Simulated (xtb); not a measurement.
cyclobutane (C4H8), singlet, from a rough starting geometry; GFN2-xTB in xtb.

The xtb input:
```
$ xtb mol.xyz --gfn 2 --opt vtight --json

# file mol.xyz
12

C     -0.02557381     1.06446749     0.09928312
C     -0.00104684    -1.13448115     0.18930119
C     -1.10681805    -0.01248194    -0.12120109
C      1.12034413     0.00893282    -0.19946889
H      0.01819650     2.02816030    -0.39902645
H     -0.01549738     1.34545531     1.19484064
H      0.01135369    -2.03737193    -0.49386645
H      0.01409169    -1.28314130     1.21837427
H     -1.97083864    -0.00181702     0.48329248
H     -1.36040544    -0.02911168    -1.24502021
H      2.00314870     0.02235662     0.44124198
H      1.34407247    -0.00455244    -1.20128085
```

Write the output that xtb gives for this input, abridged.


```
   ID    Z sym.   atoms
    1    6 C      1-4
    2    1 H      5-12

           -------------------------------------------------
          |                Calculation Setup                |
           -------------------------------------------------

           -------------------------------------------------
          |                 G F N 2 - x T B                 |
           -------------------------------------------------

          ...................................................
          :                      SETUP                      :
          :.................................................:
          :  # basis functions                  24          :
          :  # atomic orbitals                  24          :
          :  # shells                           16          :
          :  # electrons                        24          :
          :  max. iterations                   250          :
          :  Hamiltonian                  GFN2-xTB          :
          :  restarted?                      false          :
          :  GBSA solvation                  false          :
          :  PC potential                    false          :
          :  electronic temp.          300.0000000     K    :
          :  accuracy                    1.0000000          :
          :  -> integral cutoff          0.2500000E+02      :
          :  -> integral neglect         0.1000000E-07      :
          :  -> SCF convergence          0.1000000E-05 Eh   :
          :  -> wf. convergence          0.1000000E-03 e    :
          :  Broyden damping             0.4000000          :
          :  net charge                          0          :
          :  unpaired electrons                  0          :
          ...................................................

 iter      E             dE          RMSdq      gap      omega  full diag
   1    -12.7495897 -0.127496E+02  0.263E+00   10.59       0.0  T
   2    -12.7785036 -0.289139E-01  0.151E+00   10.45       1.0  T
   3    -12.7789072 -0.403551E-03  0.757E-01   10.40       1.0  T
   4    -12.7789795 -0.723246E-04  0.100E-01   10.44       1.0  T
   5    -12.7790135 -0.339447E-04  0.549E-02   10.42       1.0  T
   6    -12.7790140 -0.499624E-06  0.506E-03   10.42       5.7  T
   7    -12.7790142 -0.215956E-06  0.154E-03   10.42      18.7  T
   8    -12.7790142 -0.330907E-08  0.458E-04   10.42      63.1  T
   9    -12.7790142 -0.244805E-09  0.105E-04   10.42     275.8  T

[...]
 * total energy  :   -12.6230727 Eh     change       -0.2744813E-03 Eh
 * total energy  :   -12.6232807 Eh     change       -0.2080534E-03 Eh
 * total energy  :   -12.6234645 Eh     change       -0.1838130E-03 Eh
 * total energy  :   -12.6235715 Eh     change       -0.1069622E-03 Eh
 * total energy  :   -12.6236446 Eh     change       -0.7312476E-04 Eh
 * total energy  :   -12.6236658 Eh     change       -0.2120467E-04 Eh
 * total energy  :   -12.6236759 Eh     change       -0.1011180E-04 Eh
 * total energy  :   -12.6236777 Eh     change       -0.1753879E-05 Eh
 * total energy  :   -12.6236792 Eh     change       -0.1479248E-05 Eh
 * total energy  :   -12.6236792 Eh     change       -0.5251175E-07 Eh
 * total energy  :   -12.6236794 Eh     change       -0.1566221E-06 Eh
 * total energy  :   -12.6236794 Eh     change       -0.6211240E-08 Eh
   *** GEOMETRY OPTIMIZATION CONVERGED AFTER 16 ITERATIONS ***
         :: total energy             -12.623679397717 Eh    ::
[...]
    10   1 H        0.925     0.031     2.576     2.510
    11   1 H        0.925     0.026     2.642     2.542
    12   1 H        0.925     0.031     2.576     2.510

 Mol. C6AA /au·bohr⁶  :        987.656367
 Mol. C8AA /au·bohr⁸  :      20883.589636
 Mol. α(0) /au        :         46.568600

Wiberg/Mayer (AO) data.
largest (>0.10) Wiberg bond orders for each atom

 ---------------------------------------------------------------------------
     #   Z sym  total        # sym  WBO       # sym  WBO       # sym  WBO
 ---------------------------------------------------------------------------
     1   6 C    3.993 --     4 C    1.007     3 C    1.007     5 H    0.984
                             6 H    0.984
     2   6 C    3.993 --     4 C    1.007     3 C    1.007     7 H    0.984
                             8 H    0.984
     3   6 C    3.993 --     1 C    1.007     2 C    1.007     9 H    0.984
                            10 H    0.984
     4   6 C    3.993 --     2 C    1.007     1 C    1.007    11 H    0.984
                            12 H    0.984
     5   1 H    0.999 --     1 C    0.984
     6   1 H    0.999 --     1 C    0.984
     7   1 H    0.999 --     2 C    0.984
     8   1 H    0.999 --     2 C    0.984
     9   1 H    0.999 --     3 C    0.984
    10   1 H    0.999 --     3 C    0.984
    11   1 H    0.999 --     4 C    0.984
    12   1 H    0.999 --     4 C    0.984
 ---------------------------------------------------------------------------

Topologies differ in total number of bonds
Writing topology from bond orders to xtbtopo.mol

molecular dipole:
                 x           y           z       tot (Debye)
 q only:       -0.000      -0.000      -0.000
   full:       -0.000       0.000      -0.000       0.000
molecular quadrupole (traceless):
                xx          xy          yy          xz          yz          zz
 q only:        0.023       0.000       0.023      -0.000      -0.000      -0.046
  q+dip:       -0.891       0.000      -0.891       0.015       0.016       1.782
   full:       -0.502       0.000      -0.502       0.009       0.009       1.004

optimized geometry written to: xtbopt.xyz

           -------------------------------------------------
          | TOTAL ENERGY              -12.623679397717 Eh   |
          | GRADIENT NORM               0.000062499492 Eh/α |
          | HOMO-LUMO GAP              12.530383422604 eV   |
           -------------------------------------------------

normal termination of xtb
```
